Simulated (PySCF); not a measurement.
**C₆ coefficients of unlike pairs at PBE**

Calculated with PySCF 2.14 from the dipole response of each species, C₆(A,B) = (3/π) ∫ α_A(iu) α_B(iu) du, in atomic units, from isotropic polarisabilities. For ions this is the dispersion term alone; charge-induced terms of lower order in 1/R come first.

```
species      configuration                                                                           basis     relativity  α (bohr³)  C₆ (like pair)
     S⁺  [Ne] 3s2 3p3 (4S)                                                         dyall-av3z (19s12p3d2f)           none      10.97           54.12
   Ne³⁺  [He] 2s2 2p3 (4S)  x2c-QZVPPall with one added diffuse shell each of s, p, d, f type (8s5p4d3f1g)  spin-free X2C     0.6872          0.6081
      V  [Ar] 3d3 4s2 (4F)                                                          aug-cc-pVDZ (7s6p4d2f)           none      93.12            1000
    Rb⁺          [Kr] (1S)  x2c-TZVPPall with one added diffuse shell each of s, p, d, f type (9s7p7d3f1g)  spin-free X2C      9.196           54.94
```

Question: Estimate C₆ for Rb⁺ with S⁺.

Answer: The integral gives 53.65. The combination rule 2 C_A C_B / (C_A α_B/α_A + C_B α_A/α_B) gives 53.62 and the geometric mean 54.53.

No spin-orbit coupling is included.

The other pairs:

| pair | C₆ |
| --- | --- |
| V, Ne³⁺ | 14.79 |
| Rb⁺, Ne³⁺ | 5.348 |
| Ne³⁺, S⁺ | 4.934 |
| Rb⁺, V | 178.4 |
| V, S⁺ | 195.5 |
